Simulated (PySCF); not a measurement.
B(H)(F)(Me), CH4BF, SMILES CBF (PBE0/def2-SVP optimised geometry):

```
7

B     -0.664     0.062     0.000
H     -1.329     1.077     0.000
F     -1.343    -1.077     0.005
C      0.893     0.062     0.000
H      1.254     0.596     0.896
H      1.265     0.650    -0.856
H      1.343    -0.941    -0.025
```

Level of theory: PBE0/def2-TZVP (PySCF).

Q: What are the frontier orbital energies and the dipole moment?

A: HOMO-2 -11.30 eV, HOMO-1 -10.94 eV, HOMO -8.94 eV, LUMO -0.45 eV, LUMO+1 1.14 eV; dipole moment 1.31 D.

On the same geometry PBE/def2-TZVP in PySCF gives HOMO-2 -9.76 eV, HOMO-1 -9.38 eV, HOMO -7.40 eV, LUMO -1.49 eV, LUMO+1 0.43 eV; dipole moment 1.23 D.

Meta-Löwdin charges at PBE0/def2-TZVP: B1 0.37, H2 -0.01, F3 -0.28, C4 -0.49, H5 0.15, H6 0.14, H7 0.13.
